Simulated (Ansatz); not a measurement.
The cluster InSi₆⁻, relaxed as a singlet with RKS PBE0-D4/def2-SVPD in Ansatz, starting from the GFN2-xTB geometry. Force threshold 0.02 eV/Å.

In the def2 sets In takes a core potential; there is no spin–orbit coupling. The restricted singlet is unstable towards broken spin symmetry in Hartree–Fock (as tested in another run); at PBE0-D4/def2-SVPD this wasn't settled. The structure comes from a short search, and lower isomers may exist.

Start:

```xyz
7

In    0.488   -0.105    0.585
Si   -2.183    0.342   -0.181
Si   -1.754   -0.782   -2.119
Si   -1.574    1.107    1.796
Si   -0.496   -2.113   -0.824
Si    2.424    1.729    0.795
Si    3.095   -0.178   -0.052
```

```
step  energy (eV)  largest force component (eV/Å)  SCF passes
   1  -52404.1072                           0.930          22
   2  -52404.5071                           0.525          27
   3  -52404.6494                           0.158          23
   4  -52404.6969                           0.177          23
   5  -52404.7866                           0.351          26
   6  -52404.8988                           0.465          26
   7  -52405.0546                           0.453          26
   8  -52405.2319                           0.617          28
   9  -52405.3727                           0.379          28
  10  -52405.4612                           0.163          23
  11  -52405.5355                           0.176          24
  12  -52405.6213                           0.184          24
  13  -52405.7450                           0.231          23
  14  -52405.9217                           0.318          23
  15  -52406.1792                           0.468          23
  16  -52406.5218                           0.579          24
  17  -52406.8300                           0.581          23
  18  -52407.0623                           0.385          23
  19  -52407.2227                           0.204          26
  20  -52407.2486                           0.302          23
  21  -52407.2628                           0.372          24
  22  -52407.2963                           0.084          24
  23  -52407.2991                           0.037          23
  24  -52407.2995                           0.007          21
```

Force components are those of the run's own axes.

End:

```tsv
atom	x (Å)	y (Å)	z (Å)
In1	0.4867	0.9387	1.8645
Si2	-1.2516	0.6921	-0.7627
Si3	-0.4599	-1.0724	-2.1862
Si4	-2.0115	0.0644	1.3964
Si5	-0.6767	-1.4667	0.1721
Si6	2.6952	0.9157	0.4235
Si7	1.2178	-0.0719	-0.9077
```

Bonds formed: Si2–Si5, Si2–Si7, Si3–Si7, Si4–Si5, Si5–Si7 (atoms count from 1).

No frequencies were taken in this run, so the end may be a saddle point.

It took 2.3 min on 4 threads of Arm Neoverse V2 on a shared host, peak host memory 0.6 GiB.
